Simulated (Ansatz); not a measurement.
Bond stretch in SMILES [BeH2] (H2Be), singlet. The Be1–H3 bond (Be1 also carries H; H3 carries nothing else) is pulled apart rigidly from the PBE0/def2-TZVP optimised geometry.

Methods: RKS-PBE = restricted PBE/cc-pVDZ run with Ansatz (an electronic-structure program); RKS-B3LYP = restricted B3LYP/cc-pVDZ in Ansatz; UCCSD(T) = Ansatz with CCSD(T) on UHF/cc-pVDZ, frozen core; UKS-PBE = unrestricted PBE/cc-pVDZ in Ansatz; UKS-B3LYP = Ansatz with unrestricted B3LYP/cc-pVDZ; FCI = full CI/cc-pVDZ, frozen core (Ansatz).

Cost and accuracy over the 22 points of the scan, with FCI as yardstick. Costs are rough ratios of core time within Ansatz on shared cores, each with its mean field (Kohn-Sham runs search longer for lower solutions than correlated ones do); the miss is the largest error against full CI of the curve after the mean shift, in kJ/mol.

```json
[
 {"level": "RKS-PBE", "relative cost": "1", "largest error": "98.3"},
 {"level": "RKS-B3LYP", "relative cost": "1", "largest error": "133.2"},
 {"level": "UCCSD(T)", "relative cost": "2", "largest error": "3.8"},
 {"level": "UKS-PBE", "relative cost": "2", "largest error": "6.6"},
 {"level": "UKS-B3LYP", "relative cost": "2", "largest error": "15.4"}
]
```

Costs within a factor of two of each other count as equal.

The restricted form behind RKS-PBE, RKS-B3LYP keeps the bonding electrons paired and can't separate into open-shell fragments. The unrestricted determinant behind UCCSD(T) is spin-contaminated at 2.19 to 4.66 Å (<S²> up to 1.0, against 0.00 for a pure singlet). The unrestricted determinant behind UKS-PBE, UKS-B3LYP is spin-contaminated at 2.68 to 4.66 Å (<S²> up to 1.0, against 0.00 for a pure singlet).
